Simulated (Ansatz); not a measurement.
`[CH3][SnH2][SiH2]O` + HCl → `[CH3][SnH2][SiH2]Cl` + H₂O  (ligand exchange at the Si–O bond)

Calculated with Ansatz (gas phase, PBE0-D4/def2-TZVP geometries, no zero-point term in ΔE). CCSD(T)/CBS is the MP2 limit (def2-TZVPP, def2-QZVPP) plus CCSD(T) − MP2 in def2-TZVPP, frozen cores. This one scheme is used for every species. DFT in def2-TZVPP. B3LYP here is the variant with VWN-RPA as its local correlation; programs differ in this. Elements past krypton have def2 core potentials. For Sn outer-core shells are correlated without core-valence functions, which leaves a few kJ/mol of doubt a bond. Each species was taken in one conformer, which may not be the lowest.

```json
{"level": "PBE-D4", "ΔE (kJ/mol)": "-20.6", "difference from CCSD(T)/CBS": "-1.7"}
{"level": "PBE0-D4", "ΔE (kJ/mol)": "-21.7", "difference from CCSD(T)/CBS": "-2.8"}
{"level": "B3LYP-D4", "ΔE (kJ/mol)": "-14.5", "difference from CCSD(T)/CBS": "4.4"}
{"level": "ωB97X-V", "ΔE (kJ/mol)": "-15.6", "difference from CCSD(T)/CBS": "3.3"}
{"level": "ωB97M-V", "ΔE (kJ/mol)": "-16.3", "difference from CCSD(T)/CBS": "2.6"}
{"level": "PBE", "ΔE (kJ/mol)": "-18.3", "difference from CCSD(T)/CBS": "0.6"}
{"level": "PBE0", "ΔE (kJ/mol)": "-19.6", "difference from CCSD(T)/CBS": "-0.7"}
{"level": "B3LYP", "ΔE (kJ/mol)": "-10.7", "difference from CCSD(T)/CBS": "8.2"}
{"level": "HF/def2-TZVPP", "ΔE (kJ/mol)": "-10.2", "difference from CCSD(T)/CBS": "8.7"}
{"level": "MP2/def2-TZVPP", "ΔE (kJ/mol)": "-17.0", "difference from CCSD(T)/CBS": "1.9"}
{"level": "CCSD(T)/def2-TZVPP", "ΔE (kJ/mol)": "-13.2", "difference from CCSD(T)/CBS": "5.7"}
{"level": "HF/def2-QZVPP", "ΔE (kJ/mol)": "-9.8", "difference from CCSD(T)/CBS": "9.1"}
{"level": "SCS-MP2/def2-QZVPP", "ΔE (kJ/mol)": "-16.2", "difference from CCSD(T)/CBS": "2.7"}
{"level": "HF/CBS(def2)", "ΔE (kJ/mol)": "-9.7", "difference from CCSD(T)/CBS": "9.2"}
{"level": "MP2/CBS(def2)", "ΔE (kJ/mol)": "-22.7", "difference from CCSD(T)/CBS": "-3.8"}
{"level": "CCSD/CBS(def2)", "ΔE (kJ/mol)": "-17.9", "difference from CCSD(T)/CBS": "1.0"}
{"level": "CCSD(T)/CBS", "ΔE (kJ/mol)": "-18.9", "difference from CCSD(T)/CBS": "0"}
```

Largest T1 diagnostic among the species: 0.012.

The D4 term adds −3.8 kJ/mol with B3LYP and −2.1 kJ/mol with PBE0; it sums over pairs of atoms, weighted by their polarisabilities, and B3LYP, whose exchange is more repulsive, gets the larger term.
